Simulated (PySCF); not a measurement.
C₆ coefficients of unlike pairs at PBE0

Calculated with PySCF 2.14 from the dipole response of each species, C₆(A,B) = (3/π) ∫ α_A(iu) α_B(iu) du, in atomic units, from isotropic polarisabilities. For ions this is the dispersion term alone; charge-induced terms of lower order in 1/R come first.

| species | configuration | basis | relativity | α (bohr³) | C₆ (like pair) |
| --- | --- | --- | --- | --- | --- |
| V(2+) | [Ar] 3d3 (4F) | aug-cc-pVTZ-DK (8s7p5d3f2g) | spin-free X2C | 4.650 | 13.98 |
| Se | [Ar] 3d10 4s2 4p4 (3P) | aug-cc-pVQZ-PP with ECP10MDF (7s6p5d3f2g) | core potential | 26.74 | 222.3 |
| Be(2+) | 1s2 (1S) | aug-cc-pCVQZ-DK (9s8p6d4f2g) | spin-free X2C | 0.05409 | 0.01170 |
| S | [Ne] 3s2 3p4 (3P) | aug-cc-pV(T+d)Z with one added diffuse shell each of s, p, d, f type (7s6p5d3f) | none | 20.12 | 137.7 |

**Question.** Estimate C₆ for S with V(2+).

**Answer.** The integral gives 40.94. The combination rule 2 C_A C_B / (C_A α_B/α_A + C_B α_A/α_B) gives 41.72 and the geometric mean 43.89.

No spin-orbit coupling is included.

The other pairs:

| pair | C₆ |
| --- | --- |
| Se, V(2+) | 51.51 |
| S, Se | 174.8 |
| Be(2+), V(2+) | 0.3211 |
| S, Be(2+) | 0.7270 |
| Be(2+), Se | 0.9041 |
